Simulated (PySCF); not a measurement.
## Dipole response of Si⁺ (silicon, charge +1)

[Ne] 3s2 3p1, 2P determinant. Computed with PySCF 2.14 in aug-cc-pV(Q+d)Z with one added diffuse shell each of s, p, d, f, g type (8s7p6d4f3g, 114 functions), with the non-relativistic Hamiltonian (point nucleus). Coupled (time-dependent) response in atomic units; α is the mean over directions.

```
 method  mean α (bohr³)         α xx, yy, zz  C₆ (like pair)  S(−4)
    UHF           19.56  19.16, 20.36, 19.16           105.1  156.1
    PBE           19.10  18.43, 20.42, 18.43           100.7  150.3
   PBE0           19.07  18.53, 20.16, 18.53           100.9  148.2
r2SCANh           19.10  18.63, 20.03, 18.63           104.2  139.2
    M06           18.99  18.16, 20.66, 18.16           97.20  159.5
```

S(−4) is the Cauchy moment in α(ω) = α(0) + S(−4) ω² + …

α(iu) at UHF:

| u (hartree) | α(iu) (bohr³) |
| --- | --- |
| 0 | 19.56 |
| 0.0500 | 19.18 |
| 0.100 | 18.13 |
| 0.200 | 14.92 |
| 0.300 | 11.58 |
| 0.500 | 6.837 |
| 0.750 | 3.876 |
| 1.00 | 2.464 |
| 1.50 | 1.267 |
| 2.00 | 0.7937 |
| 3.00 | 0.4235 |
| 5.00 | 0.2015 |

A single London oscillator, α(iu) = α/(1 + u²/ω²), gives C₆ = (3/4) ω α². Matching the computed C₆ needs ω = 4 × 105.1 / (3 × 19.56²) = 0.366 hartree.

For an ion, C₆ is the dispersion term alone; charge-induced terms of lower order in 1/R come first.

The components differ because the open shell of this determinant is not spherical; for a pure term their mean is the scalar polarisability.
